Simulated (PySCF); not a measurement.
A run for PySCF: R-MP2/6-31G* on CH3F (SMILES CF).

```python
from pyscf import gto, scf, dft, mp
from pyscf.data.elements import chemcore

mol = gto.M(
    atom='''
    C    -0.52350377    0.49054430    0.50435920
    F    -0.42282159   -0.84566918    0.87486186
    H     0.28095911    1.04886373    0.98411384
    H    -0.43575134    0.55976037   -0.58044856
    H    -1.49080586    0.87315133    0.83072976
    ''',
    basis='6-31g*',
    cart=True,
    charge=0, spin=0, verbose=3, max_memory=1800)
mf = scf.RHF(mol)
mf.conv_tol = 1e-8
mf.max_cycle = 100
mf.kernel()
if not mf.converged:
    mf = mf.newton().run(mf.mo_coeff, mf.mo_occ)
pt = mp.MP2(mf, frozen=chemcore(mol)).run()
```

The log:

```
converged SCF energy = -139.033952519443
E(RMP2) = -139.335823099848  E_corr = -0.301870580404885
E(SCS-RMP2) = -139.330881167479  E_corr = -0.296928648035742
```

Self-consistency was reached.

Cost: roughly 0.23 core-seconds.
